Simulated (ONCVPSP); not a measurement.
## Cutoff test, cerium, ONCV

| Quantity | Value |
| --- | --- |
| Element | Ce |
| Generator | ONCVPSP 4.0.1 |
| Type | optimised norm-conserving Vanderbilt (ONCV) |
| Functional | PBEsol |
| Relativity | scalar-relativistic |
| Frozen core | [Kr] 4d10 |
| Valence charge | 12 |
| Reference configuration | 4f1 5s2 5p6 5d1 6s1.75 (charge +0.25) |
| Partial waves | 5s+6s: rc 2.35 bohr, ncon 4, nbas 9, qcut 5.5 1/bohr, 2 projectors; 5p: rc 2.75 bohr, ncon 5, nbas 10, qcut 5.6 1/bohr, 1 projector; 5d: rc 3.95 bohr, ncon 3, nbas 7, qcut 3.6 1/bohr, 1 projector; 4f: rc 0.90 bohr, ncon 4, nbas 7, qcut 13.4 1/bohr, 2 projectors, debl 1.4 Ha |
| Local potential | polynomial inside 0.70 bohr (lpopt 5, dvloc0 2 Ha) |
| Core correction | none |

Question: For each optimised wave give the share of its norm inside rc, the residual kinetic energy above qcut (Ha) and the cutoffs (Ha) for errors of 10, 1, 0.1 and 0.01 mHa per electron.

Answer:

| wave | norm inside rc | residual KE | 10 mHa | 1 mHa | 0.1 mHa | 0.01 mHa |
| --- | --- | --- | --- | --- | --- | --- |
| 5s | 0.940 | 7.3e-07 | 7.5 | 10.1 | 11.9 | 13.5 |
| 6s | 0.065 | 7.4e-07 | 5.7 | 9.1 | 11.4 | 13.3 |
| 5p | 0.934 | 3.2e-07 | 3.9 | 8.2 | 11.2 | 13.2 |
| 5d | 0.827 | 1.3e-06 | 3.4 | 4.5 | 5.1 | 5.8 |
| 4f | 0.458 | 1.8e-02 | 100.8 | 233.9 | 274.3 | 429.4 |
| f projector 2 | 0.096 | 6.1e-03 | 85.2 | 129.2 | 239.0 | 348.8 |

The occupied waves need 234 Ha and 274 Ha for 1 and 0.1 mHa. Note: ghosts flagged at negative energy: s at -648.0 eV, p at -308.0 eV, d at -77.4 eV; GHOST(+) flagged for s at 63.7 eV. A true bound ghost makes a file unfit for plane-wave use. 1 of 4 tests not solved or not reliable.
